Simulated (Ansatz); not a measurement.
The cluster Li₂Sn₂⁻ (the lowest doublet isomer of a short search) was relaxed with PBE-D4 (def2-TZVPD) in Ansatz in these states: charge -1 doublet, charge -1 quartet. The geometries follow in no particular order.

In the def2 sets Sn takes a core potential; there is no spin–orbit coupling.

A:

```
atom   x (Å)   y (Å)   z (Å)
 Li1   1.094   0.645  -2.097
 Li2   1.098   0.539   0.868
 Sn3  -1.249  -0.711   1.936
 Sn4  -0.943  -0.473  -0.708
```

B:

```xyz
4

Li    1.2647   -0.2899    2.0923
Li    1.2087    0.3983   -0.7505
Sn   -1.2830    0.0585   -2.0933
Sn   -1.1904   -0.1669    0.7515
```

Question: Judge from the bond lengths which geometry belongs to which state (an estimate).

Answer: A is the charge -1 doublet (Sn3–Sn4 2.672 Å, Li2–Sn4 2.770 Å, Li1–Sn4 2.707 Å); B is the charge -1 quartet (Sn3–Sn4 2.855 Å, Li2–Sn4 2.886 Å, Li1–Sn4 2.800 Å).

At PBE-D4/def2-TZVPD the highest occupied level of the charge -1 doublet lies above zero (up to 0.31 eV). By energy differences its removal costs 1.41 eV (vertical, to the charge 0 singlet, at PBE-D4/def2-TZVPD); a positive level beside a positive removal energy at the same level points to self-interaction error. At PBE-D4/def2-TZVPD the highest occupied level of the charge -1 quartet lies above zero (up to 0.59 eV). It is a level of α spin, whose loss leaves a triplet; that state wasn't run at this geometry and level. The electron is either unbound and held by the finite basis, or the level is raised by self-interaction error. At PBE0-D4/def2-TZVPD a doublet lies 0.85 eV below the charge -1 quartet. These are the stationary points nearest to one start from a short search; other shapes may lie lower in each state.
